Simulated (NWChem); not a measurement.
Program: NWChem. System: C₄H₄N, charge 0, spin multiplicity 2, at a geometry optimised with UPBE0/def2-SVP. The structure started from a generated list of species. Its SCF solution wasn't tested for a lower state. Level: G0W0@UPBE/def2-SVPD, RI basis def2-svpd-rifit.

Output (cleaned and shortened):

```
             Northwest Computational Chemistry Package (NWChem) 7.3.0
             --------------------------------------------------------

                                NWChem Input Module
                                -------------------

 Scaling coordinates for geometry "geometry" by  1.889725989
 (inverse scale =  0.529177249)

 Turning off AUTOSYM since
 SYMMETRY directive was detected!

                             Geometry "geometry" -> ""
                             -------------------------

 Output coordinates in angstroms (scale by  1.889725989 to convert to a.u.)

  No.       Tag          Charge          X              Y              Z
 ---- ---------------- ---------- -------------- -------------- --------------
    1 C                    6.0000     0.68086100     0.00000000     0.98227400
    2 C                    6.0000     1.05879700     0.00000000    -0.42594000
    3 N                    7.0000     0.00000000     0.00000000    -1.24314900
    4 C                    6.0000    -1.05879700     0.00000000    -0.42594000
    5 C                    6.0000    -0.68086100     0.00000000     0.98227400
    6 H                    1.0000     1.35861000     0.00000000     1.83502400
    7 H                    1.0000     2.07853300     0.00000000    -0.82200500
    8 H                    1.0000    -2.07853300     0.00000000    -0.82200500
    9 H                    1.0000    -1.35861000     0.00000000     1.83502400

 Effective nuclear repulsion energy (a.u.)     151.0468668165

            Nuclear Dipole moment (a.u.)
            ----------------------------
        X                 Y               Z
 ---------------- ---------------- ----------------
    -0.0000000000     0.0000000000     0.0000056692

      Symmetry information
      --------------------

 Group name             C2v
 Group number             16
 Group order               4
 No. of unique centers     5

      Symmetry unique atoms

     1    2    3    6    7


 Summary of "ao basis" -> "" (spherical)
 ------------------------------------------------------------------------------
       Tag                 Description            Shells   Functions and Types
 ---------------- ------------------------------  ------  ---------------------
 *                         def2-svpd                  on all atoms

 new library libraries.bse/

 Summary of "ri basis" -> "" (spherical)
 ------------------------------------------------------------------------------
[...]
           0.000000000000         384.600244900686           0.000000000000
           0.000000000000           0.000000000000         180.194790435520

     Multipole analysis of the density
     ---------------------------------

     L   x y z        total         alpha         beta         nuclear
     -   - - -        -----         -----         ----         -------
     0   0 0 0     -0.000000    -18.000000    -17.000000     35.000000

     1   1 0 0     -0.000000     -0.000000     -0.000000     -0.000000
     1   0 1 0     -0.000000     -0.000000     -0.000000      0.000000
     1   0 0 1      0.788034      0.468814      0.319214      0.000006

     2   2 0 0    -17.748579    -67.377060    -62.316224    111.944705
     2   1 1 0      0.000000      0.000000      0.000000      0.000000
     2   1 0 1      0.000000      0.000000      0.000000      0.000000
     2   0 2 0    -23.277410    -12.744045    -10.533365      0.000000
     2   0 1 1      0.000000      0.000000      0.000000      0.000000
     2   0 0 2    -23.898008    -70.795584    -69.731213    116.628788

 Task  times  cpu:       10.4s     wall:       10.4s

                                NWChem Input Module
                                -------------------

                                 NWChem GW Module
                                 ----------------

                             ***********************
                             ***        GW       ***
                             ***********************

 Summary of "ri basis" -> "ri basis" (spherical)
 ------------------------------------------------------------------------------
       Tag                 Description            Shells   Functions and Types
 ---------------- ------------------------------  ------  ---------------------
 C                      def2-svpd-rifit             20       64   7s6p5d2f
 N                      def2-svpd-rifit             20       64   7s6p5d2f
 H                      def2-svpd-rifit              9       23   4s3p2d

                 Memory Information
                 ------------------
          Available GA per process is          1699.7 MBs
          Available stack per process is        700.0 MBs
          Available heap per process is           0.3 MBs

          Peak memory in Initialization
              Peak GA per process is                 17.6 MBs
              Peak stack per process is               0.2 MBs
              Peak heap per process is               17.8 MBs
              Memory not in MA per process            0.0 MBs

          Peak memory in AFF Calculation
              Peak GA per process is                151.1 MBs
              Peak stack per process is             122.5 MBs
              Peak heap per process is                0.1 MBs
              Memory not in MA per process          122.5 MBs

          Computing 2-center integrals
          Computing Inverse Cholesky factor
          Computing 3-center integrals
          Computing V_xc ...

          Computing Sigma_x
          Computing RPA polarizability
          Solving quasiparticle equations

                  Alpha Orbitals
          State     Energy (eV)     Error (eV)
          -----------------------------------
@GW        15        -12.843           0.003
@GW        16         -9.044           0.002
@GW        17         -9.134           0.002
@GW        18         -8.555           0.002
@GW        19          2.794           0.002
@GW        20          2.980           0.002

                   Beta Orbitals
          State     Energy (eV)     Error (eV)
          -----------------------------------
@GW        14        -11.994           0.005
@GW        15        -12.638           0.002
@GW        16         -9.147           0.002
@GW        17         -8.888           0.002
@GW        18         -1.829           0.002
@GW        19          4.147           0.000

   Applying  -2.4512 eV scissor-shift to rest of particle states

   Applying   3.1168 eV scissor-shift to rest of hole states

   Applying  -2.5658 eV scissor-shift to rest of particle states

   Applying   3.0990 eV scissor-shift to rest of hole states

     GW Timing Statistics
   ------------------------
   Init.   :          0.0s
     ERIs  :          0.9s
     Distr.:          0.0s
     Vxc   :          0.3s
   Sigma_x :          0.0s
   RPA     :          9.5s
   Wmn     :          0.1s
   Sigma_c :          0.1s
   GW total:         11.0s

 Task  times  cpu:       11.0s     wall:       11.0s

 Total times  cpu:       21.4s     wall:       21.4s
```

### Question
Write an NWChem input that would produce this output.

### Answer
One answer among several that fit: 
```
start mol
memory heap 200 mb stack 700 mb global 1700 mb
geometry units angstroms nocenter noautoz
  C      0.680861     0.000000     0.982274
  C      1.058797     0.000000    -0.425940
  N      0.000000     0.000000    -1.243149
  C     -1.058797     0.000000    -0.425940
  C     -0.680861     0.000000     0.982274
  H      1.358610     0.000000     1.835024
  H      2.078533     0.000000    -0.822005
  H     -2.078533     0.000000    -0.822005
  H     -1.358610     0.000000     1.835024
  symmetry group C2v
end
basis spherical
  * library def2-svpd
end
basis "ri basis" bse spherical
  * library def2-svpd-rifit
end
dft
  xc xpbe96 cpbe96
  odft
  mult 2
  iterations 100
  direct
  tolerances tight
end
task dft energy
gw
  states alpha occ 4 vir 2
  states beta occ 4 vir 2
end
task dft gw
```
